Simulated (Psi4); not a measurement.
NP, triplet (typed; the unrestricted solution is spin-contaminated), at a GFN2-xTB geometry (a higher spin typed on purpose: for a closed-shell molecule this is an excited state); CCSD/aug-cc-pVDZ run with Psi4.

Here is a job for Psi4.
```
memory 2 GB

molecule {
0 3
  N    -0.00000000   -0.00000000   -1.04207804
  P     0.00000000    0.00000000    0.48630309
}

set basis aug-cc-pvdz
set reference uhf

energy('ccsd')
print_variables()
```

Q: What does Psi4 print? Leave out banner, timings and long lists.

A: 
```
   => Loading Basis Set <=

    Name: AUG-CC-PVDZ
    Role: ORBITAL
    Keyword: BASIS

         ---------------------------------------------------------
                                   SCF
               by Justin Turney, Rob Parrish, Andy Simmonett
                          and Daniel G. A. Smith
                              UHF Reference
         ---------------------------------------------------------

  ==> Geometry <==

    Molecular point group: c2v
    Full point group: C_inf_v

    Geometry (in Angstrom), charge = 0, multiplicity = 3:

       Center              X                  Y                   Z               Mass
    ------------   -----------------  -----------------  -----------------  -----------------
         N            0.000000000000     0.000000000000    -1.052535428693    14.003074004430
         P            0.000000000000     0.000000000000     0.475845701307    30.973761998420

  Running in c2v symmetry.

  Rotational constants: A = ************  B =      0.74835  C =      0.74835 [cm^-1]
  Rotational constants: A = ************  B =  22434.96648  C =  22434.96648 [MHz]
  Nuclear repulsion =   36.354549287290659

  Charge       = 0
  Multiplicity = 3
  Electrons    = 22
  Nalpha       = 12
  Nbeta        = 10

  ==> Algorithm <==

  SCF Algorithm Type is PK.
  DIIS enabled.
  MOM disabled.
  Fractional occupation disabled.
  Guess Type is SAD.
  Energy threshold   = 1.00e-08
  Density threshold  = 1.00e-08
  Integral threshold = 1.00e-12

  ==> Primary Basis <==

  Basis Set: AUG-CC-PVDZ
    Blend: AUG-CC-PVDZ
    Number of shells: 20
    Number of basis functions: 50
    Number of Cartesian functions: 54
    Spherical Harmonics?: true
    Max angular momentum: 2

  ==> Integral Setup <==

  Using in-core PK algorithm.
   Calculation information:
      Number of atoms:                   2
      Number of AO shells:              20
      Number of primitives:             78
      Number of atomic orbitals:        54
      Number of basis functions:        50

      Integral cutoff                 1.00e-12
      Number of threads:                 1

  Performing in-core PK
  Using 1626900 doubles for integral storage.
  We computed 22155 shell quartets total.
  Whereas there are 22155 unique shell quartets.

  ==> DiskJK: Disk-Based J/K Matrices <==

    J tasked:                  Yes
    K tasked:                  Yes
    wK tasked:                  No
    Schwarz Cutoff:          1E-12

[...]
  @UHF Final Energy:  -395.04381793879395
    Total Energy =                       -395.0438179387939499
[...]
              5   3         0.0309915464
              5   2         0.0308386641
              7  28         0.0279791051

    Largest TIJAB Amplitudes:
     11   6  32   3        -0.0146324819
      8   6  21   3        -0.0145034503
     11   8  17   4        -0.0138076285
     11   8  32  21        -0.0132871156
     11   6  21  17        -0.0130439011
     10   8  18   8        -0.0124160769
      8   6  21   5         0.0120238463
     10   8  20  15        -0.0108922407
      8   6  21   6         0.0105092037
     11   6  32   5         0.0101512012

    Largest Tijab Amplitudes:
      7   5  22   0        -0.0388984473
      9   7  31  22        -0.0365690680
      9   5  31   0        -0.0346677105
      9   5  32   0        -0.0304239010
      9   7  32  22        -0.0287048705
      7   5  23   0        -0.0248137410
      9   7  33  22        -0.0216587568
      9   7  31  24        -0.0198784627
      9   7  32  23        -0.0198202303
      9   7  31  23        -0.0195206884

    Largest TIjAb Amplitudes:
      8   7  21  22        -0.0827370744
      8   5  21   0        -0.0661208015
      8   7  21  24        -0.0489188470
      8   7  21  23        -0.0455880068
      8   7  22  22        -0.0442206564
      8   7  21  25        -0.0417305464
      8   9  21  31        -0.0385041820
     11   5  32   0        -0.0381724974
      8   5  22   0        -0.0376310113
      5   7  21   0         0.0339296494

    SCF energy       (wfn)                    = -395.043817938793950
    Reference energy (file100)                = -395.043817938794120

    Opposite-spin MP2 correlation energy      =   -0.165337654261560
    Same-spin MP2 correlation energy          =   -0.063778608892740
    Singles MP2 correlation energy            =   -0.000000000000000
    MP2 correlation energy                    =   -0.229116263154300
      * MP2 total energy                      = -395.272934201948431

    Opposite-spin CCSD correlation energy     =   -0.211491134347458
    Same-spin CCSD correlation energy         =   -0.059873236457904
    Singles CCSD correlation energy           =   -0.000000000000000
    CCSD correlation energy                   =   -0.271364370805362
      * CCSD total energy                     = -395.315182309599493

  Variable Map:
  ----------------------------------------------------------------------------
[...]
  Array Variable Map:
  ----------------------------------------------------------------------------
[...]
[...]
```
